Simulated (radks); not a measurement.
Q: The oxygen anion O2-, [Ne], held by a Watson sphere: a shell of charge +2 at radius R that stands for the Madelung well of a crystal (potential energy -2/R inside, -2/r outside, in hartree with lengths in bohr). Calculated with a radial shooting solver on a logarithmic mesh with Libxc functionals: non-relativistic Kohn-Sham, LDA (Slater exchange, Perdew-Wang correlation), spin-polarised, spherical densities, point nucleus. Response by self-consistent Sternheimer equations with the Hartree and adiabatic LDA kernel. The sphere does not respond.

R (bohr)  e(1s) (eV)  e(2s) (eV)  e(2p) (eV)  <r> 2p (bohr)  sum of <r^2> (bohr^2)  X-ray form factor at sin(theta)/lambda = 0.1 1/angstrom  alpha (bohr^3)
1.76         -504.17     -23.025      -8.787          1.432                  20.04                                                    8.704           11.51
2.09         -504.18     -21.480      -7.565          1.512                  22.37                                                    8.585           15.99
2.1          -504.18     -21.438      -7.531          1.514                  22.44                                                    8.582           16.15
2.53         -503.87     -19.873      -6.190          1.608                  25.44                                                    8.443           24.48
2.68         -503.72     -19.425      -5.786          1.639                  26.50                                                    8.399           28.21

Estimate the row for R = 2.42 bohr.

A: e(1s) (eV) -503.97; e(2s) (eV) -20.231; e(2p) (eV) -6.507; <r> 2p (bohr) 1.585; sum of <r^2> (bohr^2) 24.67; X-ray form factor at sin(theta)/lambda = 0.1 1/angstrom 8.477; alpha (bohr^3) 22.04.
